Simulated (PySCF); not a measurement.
## HAlBr, SMILES `[AlH][Br]` (charge 0, multiplicity 2)

Computed with PBE-D3(BJ)/def2-TZVP // r2SCAN-D4/def2-TZVP (PySCF).

| Item | Result |
|---|---|
| highest occupied spin orbital | -5.06 eV |
| dipole moment | 1.34 D |
| total energy | -2816.6831 Ha |
| cost | around 60 core-seconds (rough) |

```xyz
3

Al    -0.2996     0.6471     0.0000
Br     1.7994    -0.2340     0.0000
H     -1.4998    -0.4131     0.0000
```
Charge 0, spin multiplicity 2.
